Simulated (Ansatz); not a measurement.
Ansatz (a program for electronic structure) input (B3LYP/6-31G):

Ansatz 0.2 input:
```yaml
crystal:
  periodic: [false, false, false]
  atoms:
    - {symbol: C, position_ang: [-0.37094200, -1.28834600, -0.92018300]}
    - {symbol: C, position_ang: [-0.51914700, -0.17547400, 0.08583600]}
    - {symbol: C, position_ang: [-1.18515400, 1.06845900, -0.44159300]}
    - {symbol: C, position_ang: [-1.03277800, -0.62065000, 1.43344800]}
    - {symbol: O, position_ang: [0.98218700, 0.31718200, 0.46628300]}
    - {symbol: C, position_ang: [1.95211300, 0.71384200, -0.56919900]}
    - {symbol: H, position_ang: [0.22243500, -2.11707300, -0.53214900]}
    - {symbol: H, position_ang: [-1.36835600, -1.67564900, -1.13548800]}
    - {symbol: H, position_ang: [0.04982900, -0.94255400, -1.86305900]}
    - {symbol: H, position_ang: [-0.77018000, 1.39117200, -1.39524400]}
    - {symbol: H, position_ang: [-2.23608300, 0.83096100, -0.61457200]}
    - {symbol: H, position_ang: [-1.13892200, 1.88375000, 0.27855600]}
    - {symbol: H, position_ang: [-2.06582200, -0.94848500, 1.31175200]}
    - {symbol: H, position_ang: [-1.02200500, 0.19364400, 2.15674100]}
    - {symbol: H, position_ang: [-0.47240300, -1.47272700, 1.82470200]}
    - {symbol: H, position_ang: [2.20024400, -0.13966800, -1.19335600]}
    - {symbol: H, position_ang: [1.48313900, 1.50748000, -1.13812400]}
    - {symbol: H, position_ang: [2.82083200, 1.09163700, -0.03803500]}
    - {symbol: H, position_ang: [1.37523800, -0.32692200, 1.07814900]}
basis:
  gaussian:
    orbitals: 6-31G
hamiltonian:
  xc: {name: B3LYP}
total_charge: 1
output: {forces: true}
```

Output:

```
Functional definition: B3LYP
integrals: 0.05 GiB planned
1126 factors; integrals over basis functions are off by at most 1.9e-4 eV
mean field: 0.34 GiB planned
mean field evaluation 1: about -7420.1479 eV, gradient 8.0e1 eV
mean field evaluation 2: about -7415.0997 eV, gradient 9.1e1 eV
mean field evaluation 4: about -7434.9221 eV, gradient 3.4e0 eV
mean field evaluation 8: about -7435.2936 eV, gradient 1.8e-1 eV
mean field evaluation 16: about -7435.2937 eV, gradient 2.6e-5 eV
mean field -7435.29367474 eV, -273.2420027238 hartree, gradient 2.6e-5 eV, S^2 0.000000; 0 other end points of the search recorded, 0 dependent functions left out
the calculation of the forces begins
reference -7435.29388228 eV, -273.2420103504 hartree; 25, 25 occupied and 55, 55 virtual orbitals, 1126 factors
Total energy: -7435.29388228 eV, -273.2420103504 hartree
Atom 0 at    -0.370942    -1.288346    -0.920183 Å, force     0.049240    -0.119410    -0.113494 eV/Å
Atom 1 at    -0.519147    -0.175474     0.085836 Å, force    -0.254940     0.144130    -0.005684 eV/Å
Atom 2 at    -1.185154     1.068459    -0.441593 Å, force    -0.093889     0.123507    -0.045867 eV/Å
Atom 3 at    -1.032778    -0.620650     1.433448 Å, force    -0.056548    -0.037181     0.166279 eV/Å
Atom 4 at     0.982187     0.317182     0.466283 Å, force    -0.141743    -0.294706     0.103777 eV/Å
Atom 5 at     1.952113     0.713842    -0.569199 Å, force     0.390634     0.386459    -0.430578 eV/Å
Atom 6 at     0.222435    -2.117073    -0.532149 Å, force     0.067742    -0.143403     0.018849 eV/Å
Atom 7 at    -1.368356    -1.675649    -1.135488 Å, force    -0.116272    -0.091538    -0.060129 eV/Å
Atom 8 at     0.049829    -0.942554    -1.863059 Å, force     0.052011     0.006982    -0.144223 eV/Å
Atom 9 at    -0.770180     1.391172    -1.395244 Å, force     0.033824     0.077634    -0.131125 eV/Å
Atom 10 at    -2.236083     0.830961    -0.614572 Å, force    -0.168444     0.020969    -0.044392 eV/Å
Atom 11 at    -1.138922     1.883750     0.278556 Å, force     0.004328     0.106915     0.069311 eV/Å
Atom 12 at    -2.065822    -0.948485     1.311752 Å, force    -0.151821    -0.058250     0.038990 eV/Å
Atom 13 at    -1.022005     0.193644     2.156741 Å, force    -0.005252     0.081555     0.102822 eV/Å
Atom 14 at    -0.472403    -1.472727     1.824702 Å, force     0.047287    -0.124448     0.088656 eV/Å
Atom 15 at     2.200244    -0.139668    -1.193356 Å, force     0.059655    -0.079245    -0.106126 eV/Å
Atom 16 at     1.483139     1.507480    -1.138124 Å, force     0.012837     0.096841    -0.079628 eV/Å
Atom 17 at     2.820832     1.091637    -0.038035 Å, force     0.115130     0.071223     0.012088 eV/Å
Atom 18 at     1.375238    -0.326922     1.078149 Å, force     0.156222    -0.168036     0.560475 eV/Å
Dipole moment:     0.473366    -0.101318     0.021676 e Å
```

The dipole moment of an ion depends on the origin.

The geometry given is a B3LYP-D3(BJ)/def2-TZVP minimum.
